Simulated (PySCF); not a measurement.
Species: BEt2I, C₄H₁₀BI.
Z-matrix (Å and degrees, PBE0-D3(BJ)/def2-SVP geometry), rows numbered from 1:
```
B 
C   1  1.5660
C   2  1.5213  1  120.91
H   2  1.1064  1  107.17  3  -128.65
H   2  1.1117  1  102.58  3   122.92
H   3  1.1005  2  111.55  1   178.61
H   3  1.1009  2  111.28  1   -61.08
H   3  1.1000  2  111.37  1    58.03
C   1  1.5659  2  121.46  3   160.51
C   9  1.5212  1  120.82  2   159.78
H   9  1.1064  1  107.21  2    31.15
H   9  1.1115  1  102.60  2   -77.29
H  10  1.1006  9  111.58  1   179.16
H  10  1.1009  9  111.29  1   -60.57
H  10  1.1002  9  111.38  1    58.58
I   1  2.1578  2  119.31  3   -19.41
```

The calculation used PySCF 2.14.0, PBE0-D3(BJ)/def2-SVP geometry optimisation, gas phase, def2 core potentials past Kr.

Masses are those of the commonest isotopes; rigid-rotor values at the optimised geometry. The values belong to one conformer.

Problem. What are A, B and C (MHz)?

Solution. Ia = 287.35, Ib = 308.19, Ic = 580.35 u·Å²; 505379 MHz·u·Å²/I gives A = 1759, B = 1640, C = 870.8 MHz.

Problem. What kind of rotor is it?

Solution. An asymmetric top: κ = (2 × 1640 − 1759 − 870.8)/(1759 − 870.8) = 0.73.

Problem. What does the inertial defect say?

Solution. Not planar: Δ = Ic − Ia − Ib = -15.18 u·Å². For a rigid frame Δ = −2 Σ m c², so Σ m c² = 7.59 u·Å² lies off the ab plane: 6.61 from hydrogen and 0.98 from heavier atoms. The atom farthest from that plane is 1.25 Å away.

Problem. Give the other two planar moments, Paa and Pbb, and the rms extents of the mass along the axes.

Solution. Paa = Σ m a² = (Ib + Ic − Ia)/2 = 300.60 and Pbb = Σ m b² = (Ia + Ic − Ib)/2 = 279.75 u·Å². With the mass M = 195.99 u, the rms extents √(P/M) along a, b and c are 1.24, 1.19, 0.20 Å.

Problem. List the rotational levels J(Ka,Kc) to J = 3 (K).

Solution. Above 0(0,0), as E/k:
J = 1: 1(0,1) 0.120, 1(1,1) 0.126, 1(1,0) 0.163
J = 2: 2(0,2) 0.330, 2(1,2) 0.330, 2(1,1) 0.441, 2(2,1) 0.458, 2(2,0) 0.490
J = 3: 3(0,3) 0.620, 3(1,3) 0.620, 3(1,2) 0.817, 3(2,2) 0.820, 3(2,1) 0.922, 3(3,1) 0.956, 3(3,0) 0.982

Problem. Predict some low-J microwave lines.

Solution. The dipole components are |μa| = 1.92 D, |μb| = 0.00 D, |μc| = 0.00 D; the symmetry axis of this C2 structure is a, so μb and μc vanish by symmetry and there are no b-type or c-type lines. Some lines, for components of 0.1 D or more:

| type | branch | J(Ka,Kc) | MHz | lower level (cm⁻¹) |
| --- | --- | --- | --- | --- |
| a | Q | 2(2,0) ← 2(2,1) | 663 | 0.318 |
| a | Q | 1(1,0) ← 1(1,1) | 769 | 0.088 |
| a | Q | 2(1,1) ← 2(1,2) | 2307 | 0.230 |
| a | R | 1(0,1) ← 0(0,0) | 2511 | 0.000 |
| a | R | 2(1,2) ← 1(1,1) | 4252 | 0.088 |
| a | R | 2(0,2) ← 1(0,1) | 4358 | 0.084 |
| a | R | 2(1,1) ← 1(1,0) | 5790 | 0.113 |

Problem. Estimate the classical rotational partition function at 25 K, 200 K and 500 K.

Solution. Point group C2, symmetry number σ = 2; q = (√π/σ)·√((kT/h)³/(ABC)), k/h = 20836.6 MHz/K: 6650 at 25 K, 150000 at 200 K, 595000 at 500 K.

Atoms past krypton carry def2 core potentials. PBE0-D3(BJ)/def2-SVP frequencies: not computed here. No vibrational averaging or centrifugal distortion is included, and the geometry carries the error of its method. A rigid rotor knows nothing of internal rotation, which can split or shift real lines. Quadrupole hyperfine structure (11B, 127I) is left out.

Hardware: one thread of an Intel Xeon at 2.50 GHz, shared host. Cost: 12 min wall, 11 min CPU, 0.57 GiB resident at most. These figures are those of the optimisation.
